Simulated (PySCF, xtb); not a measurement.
Homolysis of single bonds, series B Br-H. Isolated molecules, 0 K electronic values unless said otherwise. Strings in code marks are SMILES.

Quantity: homolytic bond dissociation enthalpy at 298 K (no spin–orbit term), in kcal/mol. Thermal and zero-point terms are GFN2-xTB rigid-rotor harmonic values (xtb).

Level 1: B3LYP-D3(BJ)/def2-TZVP (PySCF)
Level 2: PBE-D3(BJ)/def2-TZVP // B3LYP-D3(BJ)/def2-TZVP (PySCF)
Level 3: B3LYP/6-311+G** (LANL2DZ on Br) // B3LYP-D3(BJ)/def2-TZVP (PySCF)
Level 4: M06-2X/6-31G* // B3LYP-D3(BJ)/def2-TZVP (PySCF)

| species | level 1 | level 2 | level 3 | level 4 |
|---|---|---|---|---|
| Br–B bond of `BrBBr`, giving `[BH]Br` and `[Br]` | 103.4 | ___ | 95.6 | 101.9 |
| Br–B bond of `BrB(Br)Br`, giving `Br[B]Br` and `[Br]` | 98.6 | 102.7 | 89.3 | 97.1 |
| B–Br bond of `BBr`, giving `[BH2]` and `[Br]` | ___ | ___ | 100.5 | 107.2 |

### Question
What belongs in the gaps?

### Answer

- Br–B bond of `BrBBr`, giving `[BH]Br` and `[Br]`, level 2: 107.8
- B–Br bond of `BBr`, giving `[BH2]` and `[Br]`, level 1: 107.6
- B–Br bond of `BBr`, giving `[BH2]` and `[Br]`, level 2: 112.7
